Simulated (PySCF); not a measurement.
C₃H₈BFO.
Numbering: `[BH2:1][O:2][C@@H:3]([F:4])[CH2:5][CH3:6]` (hydrogens: H7, H8 on B1; H9 on C3; H10, H11 on C5; H12, H13, H14 on C6)

Method: PySCF 2.14.0, PBE0-D3(BJ)/def2-SVP geometry optimisation, gas phase; density fitting, grid level 1; the optimiser is geomeTRIC in internal coordinates, started from a GFN2-xTB structure with every atom displaced at random (about 0.01 Å).

Geometry at step 0:
```
atom  x, y, z in Å
B1      2.1378   -0.8926    0.5270
O2      1.2377   -0.4720   -0.3965
C3      0.4967    0.7055   -0.3448
F4      1.1153    1.5842   -1.2451
C5     -0.9444    0.4672   -0.7282
C6     -1.6739   -0.3178    0.3540
H7      2.6641   -1.8816    0.2935
H8      2.3279   -0.2422    1.5028
H9      0.6086    1.2061    0.6671
H10    -1.4153    1.4452   -0.8511
H11    -0.9663   -0.0675   -1.6579
H12    -1.6656    0.2186    1.3074
H13    -1.2132   -1.2737    0.4997
H14    -2.7166   -0.4946    0.0644
```

Question: Give the atomic forces at this geometry.

Answer: 
```csv
atom,Fx (eV/Å),Fy (eV/Å),Fz (eV/Å)
B1,-1.155,1.427,-0.382
O2,-0.196,-0.164,0.138
C3,1.168,1.105,0.020
F4,-0.728,-0.691,0.565
C5,0.291,0.228,1.289
C6,-0.322,0.732,-0.463
H7,0.817,-1.475,-0.294
H8,0.075,0.321,0.502
H9,-0.189,-0.517,-0.659
H10,-0.062,0.242,-0.206
H11,0.016,-0.363,-0.952
H12,-0.046,0.101,0.216
H13,0.440,-0.967,0.196
H14,-0.111,0.022,0.029
```

The largest, 1.87 eV/Å, acts on B1; the rms over all components is 0.628 eV/Å. The forces sum to zero within rounding, as they must for an isolated molecule in no field.

Question: Give the force on B1 in Eh/bohr and in nN.

Answer: 1.874 eV/Å ÷ 51.422 = 0.03645 Eh/bohr, and 1.874 eV/Å × 1.602 = 3.00 nN.

Question: How far is this geometry from the end of the optimisation?

Answer: 0.159 eV above it, and 0.105 Å rms away after alignment. The bonds farthest from their final lengths, with half the difference of the two atoms' forces along the bond (positive lengthens):

```csv
bond,now (Å),final (Å),force along bond (eV/Å)
B1–H7,1.144,1.206,+1.70
C3–F4,1.402,1.361,-1.16
C5–H11,1.073,1.102,+1.12
C6–H13,1.071,1.100,+0.97
C3–H9,1.135,1.107,-0.73
B1–H8,1.188,1.213,+0.16
```

The angle farthest from its final value is B1–O2–C3, 126.2° against 122.9°.

Of the 6 listed bonds off by 0.010 Å or more, this force points towards the final length in 6.

What follows is the cost of the whole optimisation. On Arm Neoverse V1, one thread, shared host with 32 logical CPUs at a one-minute load of 20, this took 35 s of wall time and 0.49 GiB of memory at its peak.
